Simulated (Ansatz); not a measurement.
Isolated molecules relaxed with PBE0-D4/def2-TZVP in Ansatz; ΔE leaves out vibrations. CCSD(T)/CBS is the MP2 limit (def2-TZVPP, def2-QZVPP) plus CCSD(T) − MP2 in def2-TZVPP, frozen cores. This one scheme is used for every species. Functionals use def2-TZVPP. B3LYP here is the variant with VWN-RPA as its local correlation; programs differ in this. For Se outer-core shells are correlated without core-valence functions, which leaves a few kJ/mol of doubt a bond. Scalar relativity is left out up to krypton. Each species was taken in one conformer, which may not be the lowest.

`O[SiH2]C[Si](O)(O)O` + H₂Se → `O[Si](O)(O)[SeH]` + `C[SiH2]O`  (ligand exchange at the Si–C bond)

```
             level  ΔE (kJ/mol)  difference from CCSD(T)/CBS
            PBE-D4        -35.1                         -0.1
         r2SCAN-D4        -34.5                          0.5
           PBE0-D4        -34.7                          0.3
          B3LYP-D4        -33.4                          1.6
            B2PLYP        -38.0                         -3.0
               PBE        -40.0                         -5.0
            r2SCAN        -36.4                         -1.4
    MP2/def2-TZVPP        -35.1                         -0.1
SCS-MP2/def2-TZVPP        -35.9                         -0.9
   CCSD/def2-TZVPP        -31.6                          3.4
     HF/def2-QZVPP        -44.6                         -9.6
    MP2/def2-QZVPP        -38.0                         -3.0
SCS-MP2/def2-QZVPP        -38.4                         -3.4
      HF/CBS(def2)        -44.6                         -9.6
     MP2/CBS(def2)        -40.1                         -5.1
    CCSD/CBS(def2)        -36.5                         -1.5
       CCSD(T)/CBS        -35.0                            0
```

Largest T1 diagnostic among the species: 0.011.

The D4 term adds +7.2 kJ/mol with B3LYP and +4.5 kJ/mol with PBE0; it sums over pairs of atoms, weighted by their polarisabilities, and B3LYP, whose exchange is more repulsive, gets the larger term. In def2-TZVPP, CCSD(T) changes the Hartree–Fock value by +14.4 kJ/mol (the triples alone add +1.5 kJ/mol) and MP2 by +9.4 kJ/mol.
